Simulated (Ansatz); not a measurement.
`[NH2][Cd][NH2]` + `O[SiH3]` → `[NH2][Cd][O][SiH3]` + NH₃  (ligand exchange at a Cd–N bond)

Isolated molecules relaxed with PBE0-D4/def2-TZVP in Ansatz; ΔE leaves out vibrations. CCSD(T)/CBS is the MP2 limit (def2-TZVPP, def2-QZVPP) plus CCSD(T) − MP2 in def2-TZVPP, frozen cores. This one scheme is used for every species. Functionals use def2-TZVPP. def2 core potentials past Kr. For Cd outer-core shells are correlated without core-valence functions, which leaves a few kJ/mol of doubt a bond. Each species was taken in one conformer, which may not be the lowest.

| level | ΔE (kJ/mol) |
| --- | --- |
| r2SCAN | -42.3 |
| r2SCAN0 | -43.2 |

(1) What does CCSD(T)/CBS give? (Estimate.)

Largest T1 diagnostic among the species: 0.015.

Results:

(1) The calculation gave: -43.0 kJ/mol. The listed levels differ from it by 0.7, -0.2 kJ/mol.

From BLYP to BHLYP (50 % exact exchange), in def2-TZVPP and without D4, ΔE moves by −7.6 kJ/mol. The D4 term adds −3.1 kJ/mol with B3LYP and −1.8 kJ/mol with PBE0; it sums over pairs of atoms, weighted by their polarisabilities, and B3LYP, whose exchange is more repulsive, gets the larger term.

B3LYP here is the variant with VWN-RPA as its local correlation; programs differ in this.
